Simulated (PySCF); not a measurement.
CH3, charge +1. Atoms are numbered in the order given.

```xyz
4

C      0.0000     0.0000     0.0000
H      1.0934     0.0000     0.0000
H     -0.5467     0.9469     0.0000
H     -0.5467    -0.9469     0.0000
```
Charge +1, spin multiplicity 1.

Geometry optimised at ωB97X-D3(BJ)/def2-TZVPD.

These are PySCF with TDA-LC-ωPBE/def2-TZVPD values and carry that method's errors.

Vertical excitations; the highest root listed may be one member of a degenerate set. The molecule is in vacuum. State labels are in the subgroup C2v.

Estimate the UV-visible absorptions. (An estimate is asked for; the answer gives what the named calculation found.)


```
state  symmetry  energy (eV)  λ (nm)      f                                                                  main pairs
-----  --------  -----------  ------  -----  --------------------------------------------------------------------------
S1           A2         5.92     210  0.000                                                  HOMO→LUMO (degenerate set)
S2           B2         5.92     210  0.000                                                HOMO−1→LUMO (degenerate set)
S3           B1        15.16      82  0.231                                                HOMO→LUMO+1 (degenerate set)
S4           A1        15.16      82  0.231                                              HOMO−1→LUMO+1 (degenerate set)
S5           B2        15.40      81  0.221                                                            HOMO−2→LUMO 95 %
S6           B1        16.50      75  0.000  HOMO−1→LUMO+2 36 %, HOMO→LUMO+3 36 %, HOMO→LUMO+4 10 %, HOMO−1→LUMO+5 10 %
S7           B1        17.12      72  0.243                                 HOMO→LUMO+3, HOMO−1→LUMO+2 (degenerate set)
S8           A1        17.12      72  0.244                                 HOMO−1→LUMO+3, HOMO→LUMO+2 (degenerate set)
S9           A1        17.43      71  0.000  HOMO→LUMO+2 25 %, HOMO−1→LUMO+3 25 %, HOMO→LUMO+5 23 %, HOMO−1→LUMO+4 23 %
S10          B1        17.73      70  0.000  HOMO→LUMO+4 39 %, HOMO−1→LUMO+5 39 %, HOMO−1→LUMO+2 10 %, HOMO→LUMO+3 10 %
T1           A2         4.61     269      0                                                  HOMO→LUMO (degenerate set)
T2           B2         4.61     269      0                                                HOMO−1→LUMO (degenerate set)
T3           B2        11.16     111      0                                                            HOMO−2→LUMO 97 %
T4           B1        13.83      90      0                                                            HOMO→LUMO+1 66 %
```
Triplets are in the Tamm–Dancoff approximation.
